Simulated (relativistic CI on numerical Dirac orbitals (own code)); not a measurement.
# Ir XXXI: sensitivity of the levels to the model

Base calculation: Dirac-Coulomb-Breit CI, orbitals from a KLI potential per configuration, a model potential for QED, unscaled Slater integrals.

CI space (outside the closed core [Ar] 3d10): 4s2 4p6 4d10 4f, 4s2 4p6 4d9 4f2, 4s2 4p6 4d10 5s, 4s2 4p6 4d10 5p, 4s2 4p5 4d10 4f2, 4s2 4p6 4d10 5d, 4s 4p6 4d10 4f2, 4s2 4p6 4d9 4f 5s, 4s2 4p6 4d10 5f, 4s2 4p6 4d9 4f 5p, 4s2 4p6 4d10 6s, 4s2 4p6 4d10 5g, 4s2 4p6 4d10 6p, 4s2 4p6 4d10 6d, 4s2 4p5 4d10 4f 5s, 4s2 4p6 4d10 6f, 4s2 4p6 4d9 4f 5f, 4s2 4p6 4d10 7s, 4s2 4p6 4d10 7p, 4s 4p6 4d10 5s2, 4s2 4p6 4d9 4f 6p. Double excitations out of closed p, d and f shells are left out; levels of such configurations are missing from the list, as are those of other unlisted configurations, and high levels can miss mixing partners.

The lowest level and the first level of each name with at least 55 % of one term (blank where a level has no safe partner in the second run):

```
                  Level  Base (cm⁻¹)  Shift (cm⁻¹)
4s2 4p6 4d10 4f 2F°_5/2            0             0
4s2 4p6 4d10 4f 2F°_7/2        39001        -39001
 4s2 4p6 4d10 5s 2S_1/2      1466496              
 4s2 4p6 4d9 4f2 4F_3/2      1662653        -28049
 4s2 4p6 4d9 4f2 4F_5/2      1667620        -33015
 4s2 4p6 4d9 4f2 4D_3/2      1728692        -58394
4s2 4p6 4d9 4f2 4K_15/2      1729863        -51318
4s2 4p6 4d9 4f2 4K_17/2      1746237        -67691
4s2 4p6 4d9 4f2 4H_13/2      1748194        -55355
 4s2 4p6 4d9 4f2 2D_3/2      1769980        -70069
4s2 4p6 4d9 4f2 2L_17/2      1787995        -49248
4s2 4p6 4d9 4f2 2I_13/2      1788322              
4s2 4p6 4d9 4f2 4I_15/2      1791578              
 4s2 4p6 4d9 4f2 2G_9/2      1797164              
4s2 4p6 4d9 4f2 2H_11/2      1800866              
4s2 4p6 4d9 4f2 2K_15/2      1848694              
4s2 4p6 4d10 5p 2P°_1/2      1866401
```

At this charge energies of transitions that change n are usually good to better than 1 %, and those within a shell (Δn = 0) to a few per cent.

(1) One thing was changed in a second run, which moved the levels as shown. Which?
A. one mean potential for all configurations
B. configuration mixing switched off
C. valence Slater integrals scaled by 0.9
D. Breit term removed
E. non-relativistic limit
F. QED terms removed

Answers

(1) E. Non-relativistic limit. Without relativity the fine structure collapses and s electrons lose their extra binding.

LS names give the leading component of a level, which can be under half, so a name can repeat, a term be missing and a line seem to break the LS rules.
